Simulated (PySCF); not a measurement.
This script is equivalent to a calculation on Ar⁺ (argon, charge +1).

```python
from pyscf import gto, scf, dft, mp, cc
import basis_set_exchange as bse
mol = gto.M(atom="Ar 0 0 0", charge=1, spin=1, symmetry="D2h",
            basis=gto.basis.parse(bse.get_basis("aug-cc-pVDZ-DK", elements=["Ar"], fmt="nwchem", header=False)),
            nucmod="G")
mf = dft.UKS(mol, xc="PBE0").sfx2c1e()
mf.irrep_nelec = {'Ag': (3, 3), 'B1u': (2, 2), 'B2u': (2, 2), 'B3u': (2, 1)}
mf.kernel()
```

Question: What total energy does it give?

Answer: -528.606 hartree (calculated).

Question: Which occupied shell lies highest, and where?

Answer: 3p β, at -23.301 eV.

Question: What is ⟨S²⟩, and what would a pure spin state give?

Answer: 0.752, against 0.75.
